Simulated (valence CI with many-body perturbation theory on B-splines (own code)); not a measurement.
**Br30+: what the settings do**

Calculated by relativistic CI+MBPT: three valence electrons over a frozen Dirac-Fock core [He], a basis of 6 s, 6 p, 5 d, 3 f, 1 g functions for each j, with the one-electron correlation potential Σ1 (screened to all orders), the two-electron term Σ2, the three-electron term Σ3, Breit, model QED; selected single and double excitations, second order for the rest, scaled by the run's own slope (own B-spline code, finite nucleus).

The last digits are not significant, and no measured levels were compared; by estimate large intervals hold to a few tenths of a per cent, small ones and those within an open d or f shell to about a per cent.

The reference run has the lowest level (2s^2 2p1/2) J=1/2 and an ionisation energy of 3524.14 eV. Its largest variational space holds 4261 state functions.

Levels are named by their leading jj configuration (3d3/2^4 stands for four electrons in 3d with j = 3/2), which in mixed levels can hold well under half, so a name can repeat and another be missing. Letters in brackets count levels of one name in rising energy.

Reference levels: (2s^2 2p3/2) J=3/2 435515, (2s 2p1/2^2) J=1/2 665809, (2s 2p1/2 2p3/2) J=3/2 [a] 937375, (2s 2p1/2 2p3/2) J=5/2 1069410, (2s 2p1/2 2p3/2) J=3/2 [b] 1339830, (2s 2p1/2 2p3/2) J=1/2 1419550, (2s 2p3/2^2) J=5/2 1540040, (2s 2p3/2^2) J=1/2 1884860, (2s 2p3/2^2) J=3/2 1895930, (2p1/2^2 2p3/2) J=3/2 2136280, (2p1/2 2p3/2^2) J=3/2 2468460, (2p1/2 2p3/2^2) J=5/2 2561070 cm⁻¹.

(1) Rank these changes by the mean size of the shift of these levels, smallest first.
A. Breit term on → off; QED terms on → off
B. highest l with Σ1, explicit Σ2 and valence Breit (higher l get mean screening factors) 3 → 0
C. Breit term on → off

## Answers

(1) B (3100 cm⁻¹), C (6900 cm⁻¹), A (13000 cm⁻¹).
